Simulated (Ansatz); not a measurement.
Ideal-gas functions of Br$_{4}$Sn (`[Br][Sn]([Br])([Br])[Br]`) at 298.15 K and 1 bar, from an Ansatz frequency run at PBE0-D4/def2-TZVP.

Molar mass 438.33 g/mol, point group Td (symmetry number 12), electronic degeneracy 1, moments of inertia 1274.268, 1274.28, 1274.287 u Å². Harmonic wavenumbers (cm⁻¹, unscaled): 59, 59, 85, 85, 85, 220, 283, 283, 283.

Use S(trans) = R[1.5 ln M + 2.5 ln T − 1.1517]; rotational temperatures θ = 24.2544 K / I; S(rot) = R[ln(√π/σ · √(T³/θAθBθC)) + 1.5]; for each mode x = 1.438777 ν̃/T, S = R[x/(eˣ − 1) − ln(1 − e⁻ˣ)] and H = RT x/(eˣ − 1); 1 cm⁻¹ = 0.0119627 kJ/mol; R = 8.31446 J/(mol·K).

Task: By hand: the entropy, in J/(mol·K).

Result: Translation 184.7. Rotation: θ = 0.019, 0.019, 0.019 K, giving 117.1. Vibration, mode by mode: 18.79, 18.79, 15.78, 15.78, 15.78, 8.20, 6.34, 6.34, 6.34, in all 112.1. Electronic 0.0. Sum 413.9 J/(mol·K).

Task: By hand: H − E and G − E in kJ/mol, counted from the electronic energy.

Result: Zero-point energy ½ × 1442 × 0.0119627 = 8.6; thermal vibration 15.2; translation, rotation and pV give 4 RT = 9.9. H − E = 33.7 kJ/mol, and G − E = 33.7 − 298.15 × 413.9/1000 = -89.7 kJ/mol.

Vibration gives 27 % of the entropy, 84.9 J/(mol·K) of it from the modes under 150 cm⁻¹: soft modes count most, and the harmonic formula is weakest for them.
